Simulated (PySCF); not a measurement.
A PySCF script (with the pyscf-properties extension) for the NMR shieldings of SMILES C[Si](P(C#C)C)(C)C, C$_{6}$H$_{13}$PSi, on a GFN2-xTB geometry:

```python
import basis_set_exchange as bse
import numpy as np
from pyscf import gto, dft
from pyscf.prop import nmr

atoms = """
C     2.404164    2.199400   -0.876698
C     2.041291    1.192130   -0.327868
P     1.642422   -0.262081    0.577476
C     1.906839   -1.480733   -0.804112
Si   -0.619397   -0.029336    0.447039
C    -1.064872    1.418016    1.606949
C    -1.273525    0.339570   -1.315633
C    -1.379371   -1.659906    1.093586
H     2.695156    3.071963   -1.385314
H     2.976681   -1.602412   -0.967219
H     1.443522   -1.144525   -1.728582
H     1.489626   -2.441771   -0.510531
H    -0.608504    2.341652    1.264627
H    -2.137960    1.572420    1.655130
H    -0.709863    1.231278    2.615658
H    -2.341473    0.535583   -1.312740
H    -0.775389    1.211771   -1.729342
H    -1.094301   -0.493395   -1.989320
H    -2.460284   -1.590813    1.159904
H    -1.001323   -1.895682    2.083828
H    -1.142360   -2.496187    0.442691
"""
names = dict.fromkeys(["C", "P", "Si", "H"], "pcSseg-1")
basis = {el: gto.basis.parse(bse.get_basis(n, elements=[el], fmt="nwchem")) for el, n in names.items()}
mol = gto.M(atom=atoms, basis=basis, charge=0, verbose=0)
mf = dft.RKS(mol, xc="PBE0")
mf.grids.level = 2
mf.grids.alignment = dft.numint.BLKSIZE   # the property module wants whole blocks of grid points
mf.conv_tol = 1e-9
mf.kernel()

calc = nmr.RKS(mf)   # GIAO
C = mf.mo_coeff
Co = C[:, mf.mo_occ > 0]
resp = mf.gen_response(singlet=True, hermi=2)
def vind(x):   # induced exchange potential for any number of trial vectors
    d = np.einsum("pi,xij,qj->xpq", C, 2 * x.reshape(-1, C.shape[1], Co.shape[1]), Co, optimize=True)
    return np.einsum("xpq,pi,qj->xij", resp(d - d.transpose(0, 2, 1)), C, Co, optimize=True).ravel()
mo1, _ = nmr.rhf.solve_mo1(calc, with_cphf=vind)
sigma = calc.kernel(mo1)
for i, s in enumerate(sigma):   # ppm
    print("%2d %-2s %9.2f" % (i, mol.atom_pure_symbol(i), np.trace(s) / 3))
```

Task: What are the results?

Result: 
```
 0 C      87.63
 1 C      98.12
 2 P     483.61
 3 C     178.31
 4 Si    340.18
 5 C     187.96
 6 C     191.30
 7 C     188.45
 8 H      29.48
 9 H      30.12
10 H      30.20
11 H      31.03
12 H      31.21
13 H      31.63
14 H      31.61
15 H      31.64
16 H      31.11
17 H      31.51
18 H      31.53
19 H      31.66
20 H      31.62
```

These numbers come from an equivalent density-fitted implementation of the same equations, which agrees with the script to about 0.01 ppm for H and up to a few tenths of a ppm for heavy atoms, so last digits may differ.

Size and cost of the density-fitted run: 215 basis functions, of the order of 2.3 core-minutes.
